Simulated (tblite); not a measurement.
Record of a relaxation.

Species: C₇H₉NSi.
Numbering: `[H]/[N:9]=[CH:8]/[C:3](=[C:2]=[CH2:1])[C:4]#[C:5][SiH2:6][CH3:7]` (hydrogens: H10, H11 on C1; H12, H13 on Si6; H14, H15, H16 on C7; H17 on C8; H18 on N9)

Computed with GFN2-xTB (tblite), gas phase: L-BFGS steps from a force-field or distance-geometry start until the largest atomic force falls under 0.01 eV/Å. 9 of its 70 geometries are shown.

Step 0: E = -652.5529 eV, largest atomic force 2.953 eV/Å
```
atom  x, y, z in Å  |  force x, y, z in eV/Å
C1     -3.176   -0.430    1.341   -0.313  -0.051  -0.040
C2     -2.311   -0.444    0.374   -1.364   0.064   1.795
C3     -1.428   -0.478   -0.581    0.823  -0.371  -2.812
C4     -0.092   -0.118   -0.297   -1.084  -0.251  -0.326
C5      1.045    0.167   -0.033    1.411   0.396   0.405
Si6     2.806    0.630    0.368   -0.088  -0.432  -1.381
C7      3.021    1.064    2.154   -0.071  -0.071   1.355
C8     -1.824   -0.851   -1.958   -0.716  -0.302  -0.028
N9     -3.016   -1.192   -2.341    1.414   0.375   0.324
H10    -2.905   -0.151    2.354   -0.179  -0.188  -0.322
H11    -4.220   -0.691    1.138    0.543   0.234   0.180
H12     3.704   -0.505    0.029   -0.216   0.118   0.050
H13     3.219    1.786   -0.456   -0.132  -0.075   0.036
H14     2.395    1.911    2.433    0.043  -0.067   0.049
H15     4.055    1.337    2.380   -0.200  -0.089  -0.048
H16     2.746    0.220    2.814    0.162   0.454  -0.286
H17    -1.011   -0.839   -2.700    0.196   0.182   0.577
H18    -3.018   -1.410   -3.345   -0.230   0.074   0.472
```

Step 9: E = -653.2761 eV, largest atomic force 1.419 eV/Å
```
atom  x, y, z in Å  |  force x, y, z in eV/Å
C1     -3.150   -0.416    1.328   -0.095  -0.126   0.294
C2     -2.268   -0.478    0.380   -0.579  -0.014   0.391
C3     -1.427   -0.490   -0.648    0.293  -0.065   0.240
C4     -0.152    0.067   -0.437    1.181   0.384   0.687
C5      0.998    0.183   -0.030   -1.039   0.112  -0.572
Si6     2.757    0.603    0.302    0.585   0.139   0.275
C7      2.975    1.058    2.151    0.045  -0.033   0.041
C8     -1.676   -1.000   -1.983   -0.220   0.574   0.178
N9     -2.895   -1.213   -2.263    0.336  -0.355  -0.692
H10    -2.938   -0.448    2.397    0.163  -0.809  -0.389
H11    -4.219   -0.380    1.133    0.275   0.909  -0.201
H12     3.650   -0.562   -0.006   -0.356   0.341   0.053
H13     3.149    1.788   -0.510   -0.092  -0.273   0.116
H14     2.377    1.903    2.477   -0.113   0.072  -0.217
H15     4.005    1.309    2.373    0.201   0.116  -0.188
H16     2.743    0.250    2.833   -0.210  -0.304  -0.084
H17    -0.750   -0.792   -2.588   -0.884  -0.681  -0.274
H18    -3.188   -1.377   -3.234    0.510   0.012   0.343
```

Step 17: E = -654.2341 eV, largest atomic force 0.595 eV/Å
```
atom  x, y, z in Å  |  force x, y, z in eV/Å
C1     -3.156   -0.438    1.331   -0.108   0.067   0.192
C2     -2.282   -0.482    0.386   -0.416   0.027   0.069
C3     -1.421   -0.437   -0.610    0.062  -0.103   0.317
C4     -0.165    0.127   -0.308    0.339  -0.089  -0.350
C5      1.005    0.345   -0.102   -0.060   0.021   0.142
Si6     2.767    0.645    0.318    0.243   0.019  -0.074
C7      2.972    1.052    2.162   -0.012   0.017  -0.156
C8     -1.690   -0.979   -1.930   -0.106   0.224   0.052
N9     -2.888   -1.261   -2.220    0.351   0.114  -0.467
H10    -3.015   -0.985    2.262   -0.393  -0.041  -0.421
H11    -4.047    0.180    1.198    0.436  -0.047   0.388
H12     3.553   -0.559   -0.019   -0.082   0.098   0.019
H13     3.139    1.779   -0.536    0.163   0.061   0.032
H14     2.346    1.898    2.433    0.043  -0.030   0.071
H15     4.009    1.317    2.360   -0.099  -0.031   0.099
H16     2.700    0.210    2.797    0.050   0.095  -0.049
H17    -0.840   -0.963   -2.634   -0.124  -0.037   0.173
H18    -2.995   -1.445   -3.214   -0.287  -0.365  -0.036
```

Step 26: E = -654.5122 eV, largest atomic force 0.173 eV/Å
```
atom  x, y, z in Å  |  force x, y, z in eV/Å
C1     -3.174   -0.424    1.346   -0.044   0.019   0.015
C2     -2.318   -0.439    0.384   -0.050   0.027  -0.013
C3     -1.433   -0.427   -0.594   -0.001   0.089   0.002
C4     -0.117    0.043   -0.338    0.088  -0.021   0.102
C5      1.009    0.401   -0.077   -0.085  -0.137  -0.063
Si6     2.796    0.695    0.291   -0.022  -0.008  -0.002
C7      2.975    1.067    2.146   -0.015   0.007  -0.064
C8     -1.720   -0.930   -1.938    0.065  -0.132   0.054
N9     -2.890   -1.247   -2.283    0.073  -0.037  -0.071
H10    -3.264   -1.226    2.064   -0.002  -0.020  -0.082
H11    -3.859    0.401    1.469    0.033   0.016   0.046
H12     3.518   -0.546   -0.036    0.005   0.082  -0.019
H13     3.237    1.824   -0.541    0.038  -0.027   0.050
H14     2.341    1.902    2.436    0.045  -0.021   0.030
H15     4.003    1.323    2.395   -0.068  -0.012   0.009
H16     2.688    0.208    2.749    0.022   0.069  -0.035
H17    -0.817   -1.008   -2.566   -0.095   0.030  -0.046
H18    -2.982   -1.610   -3.231    0.015   0.076   0.088
```

Step 34: E = -654.5284 eV, largest atomic force 0.105 eV/Å
```
atom  x, y, z in Å  |  force x, y, z in eV/Å
C1     -3.188   -0.410    1.344   -0.018   0.002  -0.006
C2     -2.343   -0.414    0.374    0.005  -0.005  -0.005
C3     -1.439   -0.433   -0.586    0.021   0.029  -0.009
C4     -0.120    0.013   -0.314    0.086  -0.049   0.034
C5      1.019    0.353   -0.090   -0.026  -0.017  -0.003
Si6     2.793    0.701    0.285    0.037  -0.004   0.012
C7      2.968    1.077    2.138    0.002  -0.010  -0.004
C8     -1.713   -0.937   -1.932   -0.023  -0.022   0.005
N9     -2.881   -1.263   -2.274    0.004   0.003  -0.049
H10    -3.305   -1.259    2.000   -0.001  -0.007   0.015
H11    -3.832    0.433    1.536   -0.034   0.018  -0.001
H12     3.533   -0.523   -0.054    0.042   0.007  -0.003
H13     3.267    1.830   -0.525   -0.036   0.015   0.001
H14     2.343    1.912    2.444    0.003  -0.015  -0.025
H15     3.996    1.324    2.391   -0.013   0.001  -0.016
H16     2.683    0.215    2.735   -0.016   0.015   0.012
H17    -0.819   -1.004   -2.572   -0.032   0.042   0.023
H18    -2.973   -1.608   -3.226   -0.002  -0.004   0.019
```

Step 43: E = -654.5358 eV, largest atomic force 0.069 eV/Å
```
atom  x, y, z in Å  |  force x, y, z in eV/Å
C1     -3.208   -0.399    1.339   -0.002  -0.006   0.022
C2     -2.345   -0.397    0.383    0.008  -0.051  -0.044
C3     -1.435   -0.448   -0.570    0.036   0.020  -0.020
C4     -0.102   -0.041   -0.299    0.044   0.040   0.032
C5      1.042    0.289   -0.088   -0.043  -0.034  -0.006
Si6     2.808    0.685    0.280    0.014   0.010   0.016
C7      2.965    1.073    2.131    0.008   0.006   0.014
C8     -1.714   -0.930   -1.925   -0.023  -0.012   0.013
N9     -2.878   -1.271   -2.266   -0.012  -0.007  -0.035
H10    -3.314   -1.255    1.990   -0.050   0.040  -0.020
H11    -3.862    0.438    1.533    0.042  -0.024  -0.004
H12     3.606   -0.499   -0.067    0.020  -0.001  -0.002
H13     3.230    1.846   -0.514   -0.028  -0.001  -0.017
H14     2.341    1.916    2.418    0.000  -0.001  -0.019
H15     3.991    1.323    2.384   -0.006  -0.001   0.014
H16     2.670    0.226    2.745   -0.001  -0.006  -0.018
H17    -0.824   -0.957   -2.574   -0.044   0.009   0.021
H18    -2.979   -1.595   -3.226    0.037   0.021   0.054
```

Step 52: E = -654.5412 eV, largest atomic force 0.054 eV/Å
```
atom  x, y, z in Å  |  force x, y, z in eV/Å
C1     -3.219   -0.398    1.334   -0.006  -0.007   0.009
C2     -2.340   -0.413    0.393    0.013  -0.007  -0.014
C3     -1.427   -0.454   -0.557    0.027   0.000  -0.004
C4     -0.088   -0.063   -0.285    0.025  -0.032   0.036
C5      1.067    0.227   -0.078   -0.045   0.000  -0.011
Si6     2.825    0.673    0.277   -0.014   0.012  -0.005
C7      2.965    1.072    2.126   -0.003   0.008   0.005
C8     -1.716   -0.918   -1.916   -0.004   0.003   0.004
N9     -2.877   -1.277   -2.251    0.015   0.006  -0.028
H10    -3.377   -1.257    1.969   -0.012   0.020  -0.002
H11    -3.843    0.461    1.527    0.013  -0.009  -0.013
H12     3.675   -0.471   -0.077    0.000  -0.003  -0.003
H13     3.174    1.854   -0.524    0.010   0.000  -0.018
H14     2.336    1.918    2.388   -0.003   0.004   0.019
H15     3.987    1.324    2.398   -0.004  -0.006  -0.003
H16     2.656    0.231    2.740    0.004  -0.003  -0.005
H17    -0.834   -0.918   -2.574   -0.023   0.005  -0.004
H18    -2.974   -1.585   -3.216    0.005   0.009   0.037
```

Step 60: E = -654.5428 eV, largest atomic force 0.022 eV/Å
```
atom  x, y, z in Å  |  force x, y, z in eV/Å
C1     -3.222   -0.399    1.331   -0.016  -0.003  -0.003
C2     -2.336   -0.429    0.398    0.008  -0.004   0.002
C3     -1.419   -0.468   -0.549    0.002  -0.009   0.001
C4     -0.079   -0.091   -0.269    0.003   0.000  -0.001
C5      1.075    0.210   -0.074   -0.007   0.000   0.004
Si6     2.827    0.677    0.274    0.004   0.008  -0.005
C7      2.961    1.076    2.124    0.009  -0.003  -0.005
C8     -1.712   -0.912   -1.913   -0.009  -0.010   0.004
N9     -2.873   -1.274   -2.241   -0.008  -0.019  -0.008
H10    -3.410   -1.253    1.963    0.001   0.006  -0.003
H11    -3.830    0.473    1.515    0.008   0.003  -0.002
H12     3.693   -0.456   -0.080   -0.003  -0.005   0.007
H13     3.160    1.853   -0.540    0.008   0.011   0.002
H14     2.333    1.921    2.393    0.006  -0.011  -0.001
H15     3.984    1.323    2.397    0.000   0.008   0.007
H16     2.652    0.230    2.733    0.000   0.006  -0.002
H17    -0.836   -0.897   -2.580   -0.008   0.003   0.009
H18    -2.978   -1.577   -3.207    0.002   0.020  -0.007
```

Step 69: E = -654.5433 eV, largest atomic force 0.009 eV/Å
```
atom  x, y, z in Å  |  force x, y, z in eV/Å
C1     -3.225   -0.400    1.328   -0.004   0.000   0.006
C2     -2.333   -0.438    0.402    0.000  -0.008  -0.002
C3     -1.415   -0.481   -0.544    0.000  -0.001  -0.002
C4     -0.076   -0.102   -0.267    0.004   0.000   0.003
C5      1.076    0.208   -0.070   -0.005  -0.002  -0.004
Si6     2.828    0.681    0.272    0.003   0.001   0.003
C7      2.963    1.078    2.123    0.003  -0.002  -0.004
C8     -1.713   -0.917   -1.910   -0.004   0.002  -0.004
N9     -2.873   -1.280   -2.240   -0.006   0.001  -0.003
H10    -3.422   -1.249    1.964   -0.002   0.004  -0.002
H11    -3.825    0.479    1.507    0.001   0.000  -0.001
H12     3.693   -0.454   -0.078   -0.002   0.001  -0.001
H13     3.162    1.857   -0.543    0.000  -0.002   0.009
H14     2.333    1.921    2.394    0.006  -0.006   0.000
H15     3.985    1.325    2.399   -0.004   0.005  -0.002
H16     2.655    0.230    2.729    0.003   0.007   0.002
H17    -0.841   -0.889   -2.580    0.003   0.000  -0.001
H18    -2.980   -1.564   -3.211    0.004   0.000   0.006
```

Problem. Summarise the path.

Solution. The energy falls by 192.05 kJ/mol from step 0 to step 69; nine tenths of that is first reached at step 19. It rises by more than 0.2 meV at step 6. The largest force goes from 2.953 to 0.009 eV/Å. Among the bonds Si6–C7 changes most, from 1.850 to 1.898 Å; the atoms move by 0.442 Å rms after alignment.

The cost below is that of the whole relaxation. The run took 0.51 s wall on an Arm Neoverse V2 with one thread, on a shared host.
